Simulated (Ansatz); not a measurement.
Cost and result up the ladder for the cluster Sn₆ (6 atoms). The state is a singlet with charge 0. Geometry: PBE-D4/def2-SVP.

```xyz
6

Sn    1.8023    0.8499    0.4946
Sn    1.7708   -1.6876    1.8757
Sn    0.4460    0.2871   -2.0266
Sn   -0.6120   -1.3486    0.4211
Sn   -2.4379    0.1464   -1.3840
Sn   -0.9692    1.7527    0.6191
```

Ansatz on 4 threads of Intel Xeon Platinum 8488C on a shared host. Times are rough, and most runs start from the orbitals of an earlier one. No level here is sound enough to serve as a yardstick. Binding counts from free atoms at the same level (Sn triplet; other spins of the atoms weren't run), without zero-point energy or a counterpoise term.

In the def2 sets Sn takes a core potential; there is no spin–orbit coupling. Correlated methods freeze 24 core orbitals; core or outer-core shells of Sn are correlated, in sets that lack core-valence functions. The rows differ in basis, and correlated rows in double-zeta sets carry the largest basis error. Another isomer (singlet) lies 0.69 eV lower at PBE0-D4/def2-TZVP; other spin states weren't run for this one.

Correlated methods converge slowly with the basis, most of all in double-zeta sets.

```csv
level,functions,binding energy per atom (eV),remarks
PBE0-D4/def2-TZVP,300,2.50,restricted SCF unstable in HF
PBE-D4/def2-TZVP (with forces),300,2.65,restricted SCF unstable in HF
r2SCAN-D4/def2-TZVP,300,2.51,restricted SCF unstable in HF
CAM-B3LYP-D4/def2-TZVP,300,2.23,restricted SCF unstable in HF
CCSD(T)/def2-SVP,156,2.14,restricted SCF unstable
```

(1) Estimate how long each takes.

Results:

(1) PBE-D4/def2-TZVP (with forces) 4.4 s; r2SCAN-D4/def2-TZVP 7.5 s; PBE0-D4/def2-TZVP 13 s; CAM-B3LYP-D4/def2-TZVP 13 s; CCSD(T)/def2-SVP 73 s. On shared hardware such times vary by a factor of up to 3.
